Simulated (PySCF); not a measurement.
# GaC: from constants to spectrum

UHF-CCSD(T) constants of GaC, ⁴Σ⁻ (quartet), unpaired electrons σ ↑, π ↑↑ (basis Ga cc-pVDZ-PP with ECP10, C cc-pVDZ; scalar-relativistic core potentials; PySCF 2.14; masses 68.9256 and 12.0000 u):

| Quantity | Value |
| --- | --- |
| ωe | 533.8 cm⁻¹ |
| ωexe | 2.76 cm⁻¹ |
| Be | 0.4001 cm⁻¹ |
| αe | 0.00336 cm⁻¹ |
| D (centrifugal) | 8.99e-07 cm⁻¹ |
| De to Ga + C | 2.80 eV |

Give the vibrational terms G(v) and spacings up to v = 6.

G(v) = ωe(v+½) − ωexe(v+½)².

```csv
v,G(v) (cm⁻¹),G(v) − G(v−1),Bv (cm⁻¹)
0,266.2,,0.3984
1,794.5,528.3,0.3951
2,1317.2,522.8,0.3917
3,1834.5,517.2,0.3883
4,2346.2,511.7,0.3850
5,2852.4,506.2,0.3816
6,3353.1,500.7,0.3783
```

How well does the Morse estimate ωe²/(4ωexe) reproduce De, and what is D0?

It gives 3.20 eV, 114 % of the computed De. D0 = De − G(0) = 2.80 − 0.03 = 2.77 eV.

Correlated steps freeze 5 core orbitals. Correlated levels converge slowly with the basis: in double zeta they bind strong bonds too weakly, by up to about 1 eV, and carry superposition errors of some tenths. Spin–orbit coupling is left out. The state is the lowest determinant that a PBE0 search found; another state may lie lower at other levels.
